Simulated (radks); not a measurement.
Values are calculated unless marked as measured or tabulated.
Question: These are the eigenvalues of the occupied orbitals of an atom or ion with whole-number occupations (eV). Code: a radial shooting solver on a logarithmic mesh with Libxc functionals. Model: Dirac Kohn-Sham, LDA (Slater exchange, Perdew-Wang correlation), spin-unpolarised, spherical densities, finite nucleus; Fermi nuclear charge, rms radius of each element as measured or else 0.836 A^(1/3) + 0.57 fm.

orbital  eigenvalue
1s1/2     -20876.92
2s1/2     -3019.787
2p1/2     -2790.272
2p3/2     -2672.218
3s1/2     -564.5900
3p1/2     -476.3199
3p3/2     -456.5449
3d3/2     -299.7909
3d5/2     -295.9827
4s1/2     -119.1612
4p1/2      -92.7648
4p3/2      -89.6109
4d3/2      -49.5391
4d5/2      -49.1472

Which element is it, and in what charge state? The configuration may be excited. Open shells, if any, are shared by 2j + 1.

Answer: Z = 43, technetium, charge +4: Tc4+ in [Kr] 4d3. The list shows which subshells hold electrons but not how many an open one holds; the 1s level, -767.21 hartree, gives Z - s = 39.2 by -(Z - s)^2/2, which with screening and relativity narrows Z to a few neighbours, and the depths of the outer levels then fix element, charge and occupations together.
